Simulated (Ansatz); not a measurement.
This geometry of C₂H₄OSi (8 atoms, charge 0, multiplicity 1) is a first-order saddle point.

All numbers below come from RKS revPBE-D4/def2-SVP (Ansatz 0.2.0).

```xyz
8
Properties=species:S:1:pos:R:3
O 0.131 0.140 2.422
C 0.195 0.463 1.308
C 0.285 0.755 -0.018
Si -1.040 -1.070 -0.575
H 1.301 0.702 -0.448
H -0.352 1.589 -0.360
H -0.640 -0.677 -2.019
H 0.212 -1.959 -0.365
```

(1) Which two structures does it join? (They come from a converged band through this point; their orientation in space is the band's.)

(2) How far does it lie above each of them?

Answers

(1) No bond is made or broken. The dihedral O1–C2–Si4–H8 goes from -49 to 121°. The two ends are copies of one structure, up to a mirror image or an exchange of like atoms.

Image 0:

```xyz
8
Properties=species:S:1:pos:R:3
O -0.251 0.492 2.240
C -0.239 0.313 1.046
C 0.588 0.687 -0.137
Si -0.500 -0.896 -0.447
H 1.680 0.839 -0.034
H 0.104 1.490 -0.734
H -1.457 -0.743 -1.594
H 0.168 -2.239 -0.395
```

Image 6:

```xyz
8
Properties=species:S:1:pos:R:3
O -0.250 0.490 2.239
C -0.239 0.311 1.045
C 0.587 0.689 -0.138
Si -0.497 -0.897 -0.448
H 1.679 0.840 -0.034
H 0.103 1.493 -0.733
H 0.168 -2.241 -0.397
H -1.459 -0.743 -1.591
```

(2) 13.8 kcal/mol above the first and 13.8 kcal/mol above the second. This is the barrier of this one path; another mechanism may lie lower.

The run took 5.4 min on 1 thread of Arm Neoverse V1, with other jobs on the host, peak memory 0.14 GiB.
